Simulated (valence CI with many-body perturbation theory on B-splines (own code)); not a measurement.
The numbers below are computed, except where a source is named.
# P9+: what each term of the Hamiltonian does

Method: relativistic CI+MBPT: four valence electrons over a frozen Dirac-Fock core [He], a basis of 11 s, 11 p, 9 d, 7 f, 5 g, 2 h, 1 i functions for each j, with the one-electron correlation potential Σ1 (screened to all orders), the two-electron term Σ2, the three-electron term Σ3, Breit, model QED; selected single and double excitations, second order for the rest, scaled by the run's own slope (own B-spline code, finite nucleus).

No measured levels were compared; by estimate levels of excited configurations hold to 0.05 to 0.15 % of their energy, terms of the ground configuration to about 0.5 %.

Each rung adds one term. CI alone is the Dirac-Coulomb CI over the frozen core; QED comes last and gives the full result, which names the levels. Energies are above 2s2 2p2 3P_0 on the same rung, in cm⁻¹.

```
          Level  CI alone     + Σ1     + Σ2     + Σ3  + Breit     Full
   2s2 2p2 3P_1      3861     3878     3870     3871     3665     3676
   2s2 2p2 3P_2      9785     9823     9820     9818     8997     9023
   2s2 2p2 1D_2     60355    60416    60640    60437    59772    59794
   2s2 2p2 1S_0    120024   120053   120874   120492   120170   120170
   2s 2p3 5S°_2    169511   168475   168218   168390   167957   167556
   2s 2p3 3D°_2    325611   324623   324164   323965   323617   323209
   2s 2p3 3D°_3    326118   325134   324668   324471   323665   323259
   2s 2p3 3D°_1    325715   324728   324267   324069   323824   323416
   2s 2p3 3P°_1    382237   381281   381041   380735   380442   380037
   2s 2p3 3P°_0    382068   381110   380878   380573   380464   380059
   2s 2p3 3P°_2    382562   381608   381366   381061   380670   380267
   2s 2p3 1D°_2    489269   488297   486585   485960   485416   484996
   2s 2p3 3S°_1    496057   495038   492289   491595   491276   490843
   2s 2p3 1P°_1    546269   545324   543816   543082   542766   542348
       2p4 3P_2    748701   746706   744333   743732   743565   742721
       2p4 3P_1    755163   753193   750822   750223   749954   749127
       2p4 3P_0    757698   755735   753370   752771   752361   751539
       2p4 1D_2    799164   797218   795166   794568   794165   793333
       2p4 1S_0    908061   906227   904265   903521   903564   902758
2s2 2p 3s 3P°_0   1953360  1955080  1955090  1954690  1953930  1954080
2s2 2p 3s 3P°_1   1955610  1957340  1957340  1956940  1956060  1956210
2s2 2p 3s 3P°_2   1963470  1965220  1965230  1964830  1963440  1963620
2s2 2p 3s 1P°_1   1977030  1978790  1978600  1978210  1976920  1977090
 2s2 2p 3p 1P_1   2035780  2037310  2037230  2036830  2035990  2036040
 2s2 2p 3p 3D_1   2044340  2045880  2045800  2045400  2044420  2044470
 2s2 2p 3p 3D_2   2046260  2047800  2047720  2047320  2046330  2046380
 2s2 2p 3p 3D_3   2052940  2054500  2054420  2054020  2052600  2052670
 2s2 2p 3p 3S_1   2059890  2061420  2061350  2060960  2059870  2059920
 2s2 2p 3p 3P_0   2063590  2065060  2064860  2064470  2063690  2063720
 2s2 2p 3p 3P_1   2067550  2069050  2068870  2068470  2067380  2067420
 2s2 2p 3p 3P_2   2070330  2071830  2071640  2071240  2069940  2069980
```

(1) How does the ionisation energy move along the ladder, and which term matters most?

Results:

(1) CI alone 424.50, + Σ1 424.74, + Σ2 424.72, + Σ3 424.67, + Breit 424.55, + QED 424.56 eV. The largest step is Σ1, 0.24 eV. NIST lists 424.4 ± 0.09 eV (semi-empirical).
